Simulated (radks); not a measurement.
Values are calculated unless marked as measured or tabulated.
Spherical jellium clusters: N electrons in a uniform positive sphere of charge N and radius rs N^(1/3), rs = 5.54 bohr. Level of theory: non-relativistic Kohn-Sham, LDA (Slater exchange, Perdew-Wang correlation), spin-polarised, spherical densities (a radial shooting solver with Libxc functionals). Levels are named by radial order and angular momentum (1s, 1p, 1d, 2s, ...), and open shells are averaged over m.

N = 25, configuration 1s2 1p6 1d10 2s2 1f(up 5, down 0). This is the lowest configuration that the search found. Occupied and some empty levels:

level,occupation,eigenvalue (eV),<r> (bohr)
1s up,1,-3.5747,10.45
1s down,1,-3.4482,9.869
1p up,3,-3.2550,11.84
1p down,3,-3.0877,11.61
1d up,5,-2.8127,12.78
1d down,5,-2.6263,12.71
2s up,1,-2.4599,9.481
2s down,1,-2.3841,9.820
1f up,5,-2.2660,13.55
1f down,0,-2.0731,13.58
2p up,0,-1.7617,11.33
2p down,0,-1.6794,11.42
1g up,0,-1.6316,14.28
1g down,0,-1.4413,14.39
2d up,0,-1.0734,13.37
2d down,0,-0.98133,13.47

Energy (eV): total -44.9505, kinetic 24.676, external -1255.8, Hartree 626.51, exchange-correlation -70.305, background 629.93.
